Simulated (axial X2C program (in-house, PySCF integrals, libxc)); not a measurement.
## Worked dissociation energy of InB: HF, spin-free

All values were computed with an in-house all-electron X2C program for linear molecules (integrals from PySCF). Spin-free means the one-electron spin-free X2C Hamiltonian. Basis: In dyall-cv3z [11s12p9d4f1g], B dyall-v3z [7s6p2d1f] (cores contracted in-house); Gaussian nuclei, density fitting, unrestricted open shells. Masses: In 114.904 u, B 11.009 u.

Molecular state: M_S = 1, Λ = 0 (beyond evenly filled blocks: π+α, π-α).

| Property | Result |
| --- | --- |
| E(In) (2M_S = 1, M_L = 0) | -5878.321402 hartree |
| E(B) (2M_S = 1, M_L = 0) | -24.539785 hartree |
| E(InB) at Re | -5902.885705 hartree |
| ωe | 459.9 cm⁻¹ |
| ωexe | 2.26 cm⁻¹ |

Question: Work out De and D0.

Answer: De = -5878.321402 + (-24.539785) − (-5902.885705) = 0.02452 hartree = 0.667 eV. The zero-point energy is ωe/2 − ωexe/4 = 229 cm⁻¹ = 0.028 eV, so D0 = 0.639 eV.

Dissociation energies refer to the lowest single-determinant-based atoms at the same level and basis. The state is one determinant with fixed occupations, lowest in a PBE0 search at one distance only: followed along the bond, the spin-free determinant M_S = 1, Λ = 1 reaches 0.02 eV lower at PBE0, at Re = 2.419 Å, so the state shown is not the lowest. The determinant is spin-polarised beyond a pure state at some levels (its spin-free form has ⟨S²⟩ too high), which makes Re and μ there less reliable. Spin-free De lacks the spin–orbit lowering of the heavy p-block atom, a tenth of an eV or more for 4p and 5p, up to an eV for 6p and one to two eV for 7p atoms, less what an open-shell molecule gains itself.

Hartree–Fock lacks correlation and underbinds, often by eV.

Each atomic determinant is the lowest at this level and need not be a pure term. Totals compare only within one Hamiltonian and basis.
